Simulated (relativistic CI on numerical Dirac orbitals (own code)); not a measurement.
# Hg I: calculation against measurement

Method of calculation: Dirac-Coulomb-Breit CI, KLI orbitals optimised for each configuration, model QED (radiative potential, 1s self-energy scaled to tabulated hydrogen-like ionisation energies), valence Slater integrals scaled by 0.85, configuration energies shifted to the measured levels that pair with them (semi-empirical) (own radial code, finite nucleus).

Configurations in the expansion (outside the closed core [Xe] 4f14): 5d10.6s2, 5d10.6s.6p, 5d10.6s.7s, 5d9.6s2.6p, 5d10.6s.7p, 5d10.6s.6d, 5d10.6p2, 5d10.6s.8s, 5d10.6s.8p, 5d10.6s.5f, 5d10.6s.7d, 5d10.6s.5g, 5d10.6s.6f, 5d10.6s.8d, 5d10.6s.6g, 5d10.6d2, 5d8.6s2.6p2. Levels of other configurations are missing.

```tsv
Configuration	Term (tabulated)	J	Measured (cm⁻¹)	Computed	Error	Purity (%)
5d10.6s2	1S	0	0.0	0	0	97
5d10.6s.6p	3P°	0	37645.1	37598	-47	99
5d10.6s.6p	3P°	1	39412.3	39460	47	98
5d10.6s.6p	3P°	2	44043.0	43451	-592	98
5d10.6s.6p	1P°	1	54068.8	55521	1452	88
5d10.6s.7s	3S	1	62350.5	62354	4	100
5d10.6s.7s	1S	0	63928.2	63925	-4	99
5d10.6s.7p	3P°	0	69516.7	69504	-13	100
5d10.6s.7p	3P° †	1	69661.9	69675	13	96
5d10.6s.7p	3P° †	2	71207.5	69977	-1231	95
5d10.6s.7p	1P°	1	71295.1	72334	1039	84
5d10.6s.6d	(1/2,3/2) †	2	71333.2	71179	-155	98
5d10.6s.6d	(1/2,3/2) †	1	71336.2	71379	42	100
5d10.6s.6d	(1/2,5/2)	2	71396.2	71397	1	100
5d10.6s.6d	(1/2,5/2)	3	71431.3	71430	-1	100
```

Measured levels from NIST Handbook of Basic Atomic Spectroscopic Data (Sansonetti and Martin, J. Phys. Chem. Ref. Data 34, 1559 (2005)); pairs were made by configuration, J and term (by order where the table uses no LS term), so strongly mixed levels may be paired wrongly.

Mean error by configuration (cm⁻¹): 5d10.6s.6p 215; 5d10.6s.7s 0; 5d10.6s.7p 513; 5d10.6s.6d 0. Over the excited levels the mean absolute error is 320 cm⁻¹ (14 of the 15 excited levels that our extract of the source holds in range could be paired, and the others can miss by more), and the median relative error of those above 1,000 cm⁻¹ is 0.069 %, both after the shifts were fitted to these levels, so that a configuration with one level shows no error. † marks terms whose computed intervals miss the measured ones by more than a factor of 2.5, or configurations far off the rest, from wrong mixing, a near crossing or a doubtful label or measurement; they are left out of the means.

Transition probabilities of persistent lines. The last column rescales the computed rate by the cube of measured over computed energy:

```tsv
λ measured (Å)	Lower	Upper	A tabulated (s⁻¹)	A computed	A rescaled
1849.50 vacuum	5d10.6s2 1S_0	5d10.6s.6p 1P°_1	7.46e+08	1.06e+09	9.80e+08
2536.52 air	5d10.6s2 1S_0	5d10.6s.6p 3P°_1	8.00e+06	4.17e+06	4.15e+06
2967.28 air	5d10.6s.6p 3P°_0	5d10.6s.6d (1/2,3/2)_1	4.50e+07	1.01e+08	9.99e+07
3650.15 air	5d10.6s.6p 3P°_2	5d10.6s.6d (1/2,5/2)_3	1.30e+08	1.65e+08	1.55e+08
4046.56 air	5d10.6s.6p 3P°_0	5d10.6s.7s 3S_1	2.10e+07	2.24e+07	2.23e+07
4358.33 air	5d10.6s.6p 3P°_1	5d10.6s.7s 3S_1	5.57e+07	6.27e+07	6.31e+07
5460.73 air	5d10.6s.6p 3P°_2	5d10.6s.7s 3S_1	4.87e+07	8.51e+07	7.73e+07
10139.76 air	5d10.6s.6p 1P°_1	5d10.6s.7s 1S_0	2.71e+07	3.43e+07	5.54e+07
```

Configurations whose levels could be paired with our table of measured levels were shifted onto them, all but the ground configuration, by the median error of their levels; single terms can still be off by 1,000 to 2,000 cm⁻¹ or more, and rates follow the energies as ν³ (E1, M1) or ν⁵ (E2). The others borrow a shift and can be off by several thousand cm⁻¹ or more. The fine structure of a lone outer electron comes out too small, for d and f at times inverted, and misplaced configurations move strength between like terms. 14 of the 15 excited levels that our extract of the measured tables holds in this range could be paired (the sources list more); they are missed by 331 cm⁻¹ on average and 1452 at most, after the shifts were fitted to these levels, and levels without a partner can miss by more.

Shifts applied (cm⁻¹): 5d10.6s2 0; 5d10.6s.6p 5229; 5d10.6s.7s 6617; 5d10.6s.7p 6652; 5d10.6s.6d 6906.
